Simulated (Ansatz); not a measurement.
Reaction: H4SiPO (SMILES O[SiH2][PH], doublet) → H4SiPO (SMILES [O][SiH2]P, doublet)
Each species at its own B3LYP-D3(BJ)/def2-TZVP minimum (Ansatz, a quantum-chemistry and plane-wave program), one conformer.

Total energies in hartree (Ansatz). Open shells are spin-unrestricted; no spin-orbit coupling. Correlated methods leave the cores frozen. No relativity. The UHF reference of H4OPSi ([O][SiH2]P, doublet) is spin-contaminated (<S^2> up to 0.03 over the pure value in the sets run).

```tsv
species	HF/cc-pV(T+d)Z	CCSD(T)/cc-pV(T+d)Z	HF/cc-pV(Q+d)Z	CCSD(T)/cc-pV(Q+d)Z	CCSD(T)/cc-pV(D+d)Z	CCSDT(Q)/cc-pV(D+d)Z
1: H4SiPO (SMILES [PH][SiH2]O, doublet)	-706.95698	-707.51054	-706.97072	-707.56085	-707.33925	-707.34142
2: H4SiPO (SMILES P[SiH2][O], doublet)	-706.90557	-707.45778	-706.91894	-707.50801	-707.28900	-707.29259
```

Q: Work out the isomerisation energy (electronic) in kcal/mol: take Hartree-Fock from cc-pV(Q+d)Z, extrapolate the CCSD(T) correlation energy as X^-3 (X = 3, 4), and add CCSDT(Q) - CCSD(T) in cc-pV(D+d)Z. 1 hartree = 627.51 kcal/mol.

A: 
Species 1: correlation (64·(-0.59013) - 27·(-0.55356))/37 = -0.61682; step -0.00217; E1 = -706.97072 + (-0.61682) + (-0.00217) = -707.58971
Species 2: correlation (64·(-0.58907) - 27·(-0.55221))/37 = -0.61597; step -0.00359; E2 = -706.91894 + (-0.61597) + (-0.00359) = -707.53850
-1·E1 +1·E2 = 0.05121 hartree = 32.1 kcal/mol.
